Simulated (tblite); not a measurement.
All values are computed: GFN2-xTB (tblite) harmonic vibrations without scaling, gas phase. Against measured fundamentals such values can be off by several per cent, at times by over 20. Modes of hydrogen on phosphorus and silicon can be 10 to 20 % off. One conformer each. Thermal functions are those of the rigid rotor and harmonic oscillator, without mixing of conformers.

Question: Order these by their heat capacity Cp at 500 K, highest first (cal/(mol K)).
A. `O([SiH2]C=O)C=C`
B. `C[C@H]1OC(=O)[SiH2]1`
C. `O=C1CC[SiH2]O1`
D. `Brc1cpco1`
E. `C[Si@@H]1CCC[Si@H]1P`

Answer: E (62.1), A (40.0), B (38.8), C (37.8), D (28.9).

```json
{"SMILES": "C[Si@@H]1CCC[Si@H]1P", "atoms": "20", "mass (u)": "148.03", "symmetry number": "1", "modes under 300 cm⁻¹": "9", "ZPE (kcal/mol)": "96.9", "S translation (cal/(mol K))": "43.5", "S rotation": "31.3", "S vibration": "57.7", "S": "132.5", "Cp": "62.1"}
{"SMILES": "C=CO[SiH2]C=O", "atoms": "12", "mass (u)": "102.01", "symmetry number": "1", "modes under 300 cm⁻¹": "5", "ZPE (kcal/mol)": "49.9", "S translation (cal/(mol K))": "42.4", "S rotation": "29.0", "S vibration": "37.3", "S": "108.7", "Cp": "40.0"}
{"SMILES": "C[C@H]1OC(=O)[SiH2]1", "atoms": "12", "mass (u)": "102.01", "symmetry number": "1", "modes under 300 cm⁻¹": "3", "ZPE (kcal/mol)": "52.0", "S translation (cal/(mol K))": "42.4", "S rotation": "28.7", "S vibration": "27.8", "S": "98.8", "Cp": "38.8"}
{"SMILES": "O=C1CC[SiH2]O1", "atoms": "12", "mass (u)": "102.01", "symmetry number": "1", "modes under 300 cm⁻¹": "2", "ZPE (kcal/mol)": "53.2", "S translation (cal/(mol K))": "42.4", "S rotation": "28.4", "S vibration": "24.8", "S": "95.5", "Cp": "37.8"}
{"SMILES": "Brc1cpco1", "atoms": "8", "mass (u)": "163.90", "symmetry number": "1", "modes under 300 cm⁻¹": "2", "ZPE (kcal/mol)": "26.9", "S translation (cal/(mol K))": "43.8", "S rotation": "29.9", "S vibration": "17.7", "S": "91.4", "Cp": "28.9"}
```

Entropies and Cp are for 500 K and 1 bar.
